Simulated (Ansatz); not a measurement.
The cluster IrO2. Charge 0, multiplicity 2. Geometry PBE0-D4/def2-TZVP, basis def2-TZVP, Ansatz.

```xyz
3

Ir    0.7221    0.9236    0.0702
O    -0.5206   -0.2888   -0.6690
O    -0.2016   -0.6348    0.5989
```

| run | HOMO (eV) | LUMO (eV) |
| --- | --- | --- |
| A | -5.30 | -4.49 |
| B | -6.56 | -3.36 |
| C | -5.59 | -4.36 |
| D | -6.07 | -3.93 |
| E | -6.77 | -3.23 |

In the def2 sets Ir takes a core potential; there is no spin–orbit coupling. The structure holds 1 bond(s) between oxygen atoms. Another isomer (doublet) lies 3.57 eV lower at PBE0-D4/def2-TZVP; other spin states weren't run for this one.

HOMO and LUMO are taken over both spins.

Problem. The runs used PBE, PBE0, r2SCAN, r2SCAN0, r2SCANh. Estimate which is which.

Solution. A PBE (0 % exact exchange); B PBE0 (25 % exact exchange); C r2SCAN (0 % exact exchange); D r2SCANh (10 % exact exchange); E r2SCAN0 (25 % exact exchange). Exact exchange lowers occupied and raises empty levels; among semilocal functionals meta-GGAs tend to open the gap a little, and such runs are hard to tell apart. The gap grows from 0.82 eV (PBE) to 3.54 eV (r2SCAN0).
